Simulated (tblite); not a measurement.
Compound: C3H10AsB.
Z-matrix (Å and degrees, GFN2-xTB geometry), rows numbered from 1:
```
B 
As  1  1.9741
C   2  1.9957  1   99.55
C   3  1.5225  2  113.62  1    52.14
C   4  1.5246  3  111.86  2   179.16
H   1  1.1714  2  121.84  3  -142.09
H   1  1.1734  2  120.24  3    46.36
H   2  1.5067  1   96.79  3    97.23
H   3  1.0947  2  109.18  1   174.85
H   3  1.0943  2  107.00  1   -69.57
H   4  1.0949  3  109.52  2   -59.30
H   4  1.0950  3  109.30  2    58.15
H   5  1.0880  4  110.66  3  -179.57
H   5  1.0882  4  110.50  3    60.41
H   5  1.0884  4  110.49  3   -59.48
```

All values are computed: GFN2-xTB (tblite) harmonic vibrations without scaling, gas phase. Errors from tens to a few hundred cm⁻¹ against measured bands are possible. Modes of hydrogen on arsenic and boron can be 10 to 20 % off. One conformer, not necessarily the lowest.

Harmonic wavenumbers (cm⁻¹): 84.3, 95.5, 142.2, 217.6, 231.0, 261.9, 301.7, 482.5, 582.3, 608.0, 665.9, 722.5, 763.4, 798.6, 857.3, 941.1, 1014.5, 1076.9, 1109.8, 1164.6, 1217.8, 1225.9, 1273.0, 1334.7, 1414.6, 1460.0, 1487.7, 1503.1, 1504.9, 1868.5, 2603.3, 2637.4, 2917.3, 2931.1, 2936.0, 2946.3, 3026.2, 3027.5, 3033.4.

A = 6942, B = 1479, C = 1308 MHz; mass 132.009 u (most abundant isotopes); point group C1, symmetry number 1.

**Question.** Zero-point energy?

**Answer.** ½Σν̃ = 26235 cm⁻¹ = 313.85 kJ/mol.

**Question.** What is S at 400 K and 1 bar for an ideal gas of classical rigid rotors and harmonic oscillators?

**Answer.** Translation 175.86, rotation 119.03, vibration 117.66: S = 412.5 J/(mol K).

**Question.** And Cp and H(400 K) − H(0)?

**Answer.** Cp = 158.11 J/(mol K), of which vibrations give 124.86 (their classical limit is 39 R = 324.3); H(400 K) − H(0) = 38.56 kJ/mol without the zero-point energy, 25.26 from vibrations.

**Question.** Blend soft modes into free rotors: weight 1/[1 + (100 cm⁻¹/ν̃)⁴] for the oscillator and the rest for a rotor with moment μB/(μ + B), μ = h/(8π²ν), B = 10⁻⁴⁴ kg m². What vibrational entropy results?

**Answer.** 112.16 J/(mol K) in place of 117.66, which changes −T·S at 400 K by +2.20 kJ/mol.

**Question.** How do the functions run with temperature in this model?

**Answer.** 
```tsv
T (K)	S (J/(mol K))	Cp (J/(mol K))	H − H(0) (kJ/mol)	G − H(0) (kJ/mol)	ln q(vib)
100	270.5	66.8	4.75	-22.30	0.90
200	326.3	97.1	12.97	-52.29	2.75
300	371.5	128.2	24.23	-87.23	4.65
500	450.7	184.2	55.72	-169.64	8.45
800	550.7	241.1	120.20	-320.36	13.92
1000	607.4	266.6	171.10	-436.28	17.34
```

q(vib) and H(0) count from the zero-point level.

**Question.** Which modes carry the vibrational entropy at 400 K?

**Answer.** 84.3 cm⁻¹: 18.27; 95.5 cm⁻¹: 17.24; 142.2 cm⁻¹: 13.98; 217.6 cm⁻¹: 10.56; 231.0 cm⁻¹: 10.09; 261.9 cm⁻¹: 9.11 J/(mol K); the other 33 give 38.41 together.

**Question.** What must be added to the electronic energy to get the Gibbs energy at 400 K and 1 bar?

**Answer.** ZPE + [H(400 K) − H(0)] − T·S = 313.85 + 38.56 − 165.02 = 187.39 kJ/mol.

Hindered rotation and anharmonicity are outside this model. Other conformers, if any are populated, would add a mixing term that is left out. The structure is chiral; the term R ln 2 for an equal mix with its mirror image is left out.

Time: 0.59 s wall. Hardware: one thread of an Arm Neoverse N1, shared host. This covers the Hessian and the dipole derivatives.
